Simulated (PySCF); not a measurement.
## Energy of Cr⁻ (chromium, charge -1) between two integer charges

The 4s beta orbital of [Ar] 3d5 4s2 is emptied in steps (occupation f), with all orbitals relaxed, ending at [Ar] 3d5 4s1. Computed with PySCF 2.14 in aug-cc-pVTZ (8s7p5d3f2g, 93 functions), with no relativity, point nucleus. The exact energy is a straight line in f; departures are measured from the line between the end points of the same method.

| f | r2SCAN0 (eV) |
| --- | --- |
| 1 | 0.000 |
| 0.8 | -0.161 |
| 0.6 | -0.234 |
| 0.4 | -0.221 |
| 0.2 | -0.130 |
| 0 | 0.000 |

```csv
method,E(f=0) − E(f=1) (eV),−ε at f=1 (eV),−ε at f=0.4 (eV)
r2SCAN0,0.303,-0.710,0.573
```

Orbital energy along the path (eV):

```json
{"f": "1", "r2SCAN0": "0.710"}
{"f": "0.8", "r2SCAN0": "0.285"}
{"f": "0.6", "r2SCAN0": "-0.158"}
{"f": "0.4", "r2SCAN0": "-0.573"}
{"f": "0.2", "r2SCAN0": "-0.917"}
{"f": "0", "r2SCAN0": "-0.695"}
```

As f goes to zero the orbital energy of a semilocal functional can turn back, because the density of that orbital vanishes from the exchange-correlation potential.

At f = 1 the orbital energy is positive for r2SCAN0: only the finite basis holds the electron.

Reference removal energy between the ground levels: 0.676 eV (measured; photodetachment measurements, as compiled on the Wikipedia data page of electron affinities).
